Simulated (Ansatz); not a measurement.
**Question.** Name a neutral molecule of Al, C, N and H with LUMO energy (PBE/def2-TZVPP) between -2.70 and -2.40 eV and HOMO–LUMO gap (PBE0/def2-TZVPP) between 4.95 and 5.25 eV (Ansatz, PBE0-D4/def2-TZVP geometry).

**Answer.** `[CH3][AlH][CH]=N` (-2.62 eV, 5.11 eV). Other molecules can fit too; these were computed, each in one conformer that needn't be the lowest.
